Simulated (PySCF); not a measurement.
An element was calculated at r2SCAN (PySCF 2.14, ECP, a quadruple-zeta basis, no spin-orbit coupling), in the ground configurations that NIST lists.

| Quantity | Value |
| --- | --- |
| electron affinity | 1.478 eV |
| first ionisation energy | 7.407 eV |
| second ionisation energy | 14.390 eV |
| third ionisation energy | 30.459 eV |

**Question.** Which element is it?

**Answer.** Tin (Sn, Z = 50), in def2-QZVPPD with the def2 core potential (28 electrons). NIST lists 7.344, 14.633, 30.506 eV for these ionisation energies.
